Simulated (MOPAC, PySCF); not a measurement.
CH₃AlF₂, SMILES `[CH3][Al]([F])[F]`, neutral singlet in the gas phase. 

Cartesian coordinates (Å):
```xyz
7

C     -0.9087    -0.0222     0.0005
Al     1.0213     0.0141    -0.0119
F      1.8595     1.4346    -0.0102
F      1.9278    -1.3637    -0.0142
H     -1.3182     0.7067    -0.7016
H     -1.2943    -1.0099    -0.2544
H     -1.2874     0.2405     0.9918
```
Charge 0, multiplicity 1.

All levels are single points at this geometry (B3LYP-D3(BJ)/def2-TZVP); Pople sets use spherical d functions. Orbital energies aren't observables, and empty levels follow the basis.

```
level                            HOMO (eV)  LUMO (eV)  gap (eV)  dipole (D)  vertical IE, Delta-SCF (eV)
-------------------------------  ---------  ---------  --------  ----------  ---------------------------
PBE-D3(BJ)/def2-TZVP in PySCF        -7.92      -1.38      6.53        2.22                        11.48
TPSSh-D3(BJ)/def2-TZVP in PySCF      -8.54      -0.83      7.71        2.16                        11.57
B3LYP/3-21G in PySCF                 -8.75      -0.29      8.46        2.15                            –
BP86/6-31G* in PySCF                 -7.71      -0.99      6.71        2.09                            –
HF/3-21G in PySCF                   -12.51       2.57     15.07        2.44                            –
PM7 in MOPAC                        -11.72       0.99     12.72        2.23                            –
```
